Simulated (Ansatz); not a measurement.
The pair A = C2H2 (SMILES C#C) (first 4 atoms), B = CH2F2 (SMILES FCF); geometry from B3LYP-D3(BJ)/def2-TZVP.
(charge 0, multiplicity 1):
```xyz
9

C      0.59923     0.01699    -0.69718
C     -0.35212    -0.06359     0.02537
H      1.43728     0.08577    -1.34714
H     -1.18549    -0.13471     0.68289
F     -1.07532     0.15584     3.13907
C      0.25114     0.12830     3.47352
F      0.48807    -1.00701     4.18482
H      0.46265     0.99132     4.10622
H      0.83739     0.10170     2.55472
```

Frozen-core correlation. MP2 and its Hartree–Fock in aug-cc-pVTZ are density fitted.

Run with Ansatz (a first-principles code). Each number belongs to the level named beside it.

The counterpoise-corrected interaction energy is E(AB) − E(A in the pair's basis) − E(B in the pair's basis). Total energies (hartree):

```json
[
 {"level": "HF/aug-cc-pVDZ", "AB": "-314.7615320", "A in the pair's basis": "-76.8288141", "B in the pair's basis": "-237.9315793"},
 {"level": "MP2/aug-cc-pVDZ", "AB": "-315.5793336", "A in the pair's basis": "-77.0912982", "B in the pair's basis": "-238.4853318"},
 {"level": "HF/aug-cc-pVTZ", "AB": "-314.8501596", "A in the pair's basis": "-76.8506061", "B in the pair's basis": "-237.9984551"},
 {"level": "MP2/aug-cc-pVTZ", "AB": "-315.8556948", "A in the pair's basis": "-77.1637974", "B in the pair's basis": "-238.6887693"},
 {"level": "CCSD(T)/aug-cc-pVDZ", "AB": "-315.6386622", "A in the pair's basis": "-77.1197162", "B in the pair's basis": "-238.5162824"}
]
```

### Question
Work out the counterpoise-corrected interaction energy at the basis-set limit: extrapolate the MP2 correlation part as X⁻³, take Hartree–Fock from the larger set, and add the CCSD(T) − MP2 difference of aug-cc-pVDZ.

### Answer

1. Differences (1 hartree = 627.509 kcal/mol): HF/aug-cc-pVDZ -0.714; MP2/aug-cc-pVDZ -1.697; HF/aug-cc-pVTZ -0.689; MP2/aug-cc-pVTZ -1.963; CCSD(T)/aug-cc-pVDZ -1.671.
2. Correlation parts, MP2 less HF: -0.982 in aug-cc-pVDZ (X = 2), -1.274 in aug-cc-pVTZ (X = 3).
3. Limit (3³·(-1.274) − 2³·(-0.982))/(3³ − 2³) = -1.397; with HF/aug-cc-pVTZ it gives -2.086.
4. CCSD(T) less MP2 in aug-cc-pVDZ: 0.025.
Result: -2.06 kcal/mol, against -1.70 at MP2/aug-cc-pVDZ. It is an estimate of this method's limit, not of the exact value.
